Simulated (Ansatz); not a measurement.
C$_{3}$H$_{6}$F$_{2}$Si, SMILES `FC[Si]1(F)CC1`. Total charge 0; spin multiplicity 1. The structure was optimised at the PBE0-D4/def2-TZVP level. It is one conformer, not always the lowest.

```xyz
12

F     1.659   -0.571    1.504
C     0.458    0.049    1.824
Si   -0.538    0.293    0.246
F    -1.912    1.007    0.639
C    -0.450   -0.842   -1.167
C     0.228    0.575   -1.374
H    -0.077   -0.579    2.544
H     0.678    1.004    2.312
H     0.229   -1.689   -1.153
H    -1.326   -1.024   -1.782
H     1.308    0.567   -1.483
H    -0.257    1.210   -2.111
```

Question: What is the dipole moment at PBE/def2-TZVPP? (Estimate.)

Answer: The calculation gave: 0.26 D, with components (-0.06, 0.06, 0.24) D in this frame, pointing from negative to positive charge.

Question: And with r2SCAN, B3LYP, ωB97M-V? (Best estimate.)

Answer: Computed: r2SCAN 0.30 D, B3LYP 0.37 D, ωB97M-V 0.43 D.

Question: Give the Mulliken charges with PBE, ωB97M-V, r2SCAN in def2-TZVPP. (Estimate.)

Answer: Computed: 
```
atom    PBE  ωB97M-V  r2SCAN
  F1  -0.20    -0.23   -0.24
  C2  -0.04    -0.07    0.03
 Si3   0.45     0.57    0.57
  F4  -0.28    -0.31   -0.32
  C5  -0.25    -0.32   -0.24
  C6  -0.25    -0.32   -0.24
  H7   0.10     0.11    0.07
  H8   0.10     0.11    0.07
  H9   0.10     0.11    0.08
 H10   0.09     0.11    0.07
 H11   0.10     0.11    0.08
 H12   0.09     0.11    0.07
```

B3LYP here is the variant with VWN-RPA as its local correlation; programs differ in this.
